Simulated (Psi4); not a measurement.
C$_{6}$H$_{18}$Si$_{2}$, triplet, at the geometry of the source list (a higher spin typed on purpose: for a closed-shell molecule this is an excited state). Base run: CAM-B3LYP/STO-3G (Psi4).

Geometry (Å):
```xyz
26

C     -1.8485    -0.7430    -1.6477
Si    -1.1577    -0.1874     0.0489
C     -2.1016     1.3970     0.5617
C     -1.5925    -1.5510     1.3199
Si     1.1578     0.1874    -0.0489
C      1.8485     0.7430     1.6477
C      1.5925     1.5510    -1.3199
C      2.1016    -1.3970    -0.5617
H     -1.3778    -1.6634    -1.9798
H     -1.6666     0.0088    -2.4099
H     -2.9200    -0.9189    -1.6122
H     -3.1745     1.2333     0.6097
H     -1.7808     1.7450     1.5391
H     -1.9260     2.2033    -0.1442
H     -2.6625    -1.7315     1.3722
H     -1.1152    -2.4921     1.0634
H     -1.2587    -1.2782     2.3166
H      2.9200     0.9189     1.6122
H      1.3778     1.6634     1.9798
H      1.6666    -0.0088     2.4099
H      1.2587     1.2782    -2.3166
H      1.1152     2.4921    -1.0634
H      2.6625     1.7315    -1.3722
H      1.7808    -1.7450    -1.5391
H      1.9260    -2.2033     0.1442
H      3.1745    -1.2333    -0.6097
```
Charge 0, spin multiplicity 3.
Orbitals are unrestricted.
All else is at Psi4's defaults (density fitting; Cartesian or spherical functions as each basis is defined).

Variants of this job, named by their change:

```csv
change,basis functions,E (Eh),core-seconds (rough),outcome
base,66,-808.52012,40,converged
basis = def2-SV(P),[?],[?],100,converged
basis = 6-31+G*,196,-818.11825,200,converged
basis = def2-SVP,210,-817.77779,100,converged
basis = def2-SVPD,312,-,-,cut at the time limit
basis = 6-311++G**,318,-,-,cut at the time limit
```

### Question
Some entries are withheld; supply them.

### Answer

- basis = def2-SV(P), basis functions: 156
- basis = def2-SV(P), E (Eh): -817.73163

Totals compare only among sets that treat the same electrons; sets with core potentials leave the core out.

Open shells are given as the SCF converged; they aren't shown to be the lowest states, and a large step between rows can be another state.
